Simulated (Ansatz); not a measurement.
Mulliken charges of BrClF$_{2}$Si, SMILES `F[Si](F)(Cl)Br` from PBE/def2-TZVPP in Ansatz (PBE0-D4/def2-TZVP geometry).

```tsv
atom	x (Å)	y (Å)	z (Å)	charge (e)
F1	1.306	-0.990	0.152	-0.225
Si2	0.026	-0.082	0.061	0.719
F3	-0.679	-0.115	1.466	-0.225
Cl4	-1.221	-0.841	-1.319	-0.148
Br5	0.617	1.955	-0.402	-0.120
```

By hand: the dipole of these point charges (1 e Å = 4.8032 D).

Σ q r = (-0.016, 0.080, -0.077) e Å, of length 0.112 e Å = 0.54 D.

How does the dipole of the full density compare? (Best estimate.)

Computed: (-0.034, 0.092, -0.112) e Å, 0.72 D; the point charges give 0.75 times that, at 8° from its direction.

Point charges leave out the atoms' own dipoles, such as those of lone pairs, and Mulliken's split depends on the basis, so the two needn't agree.
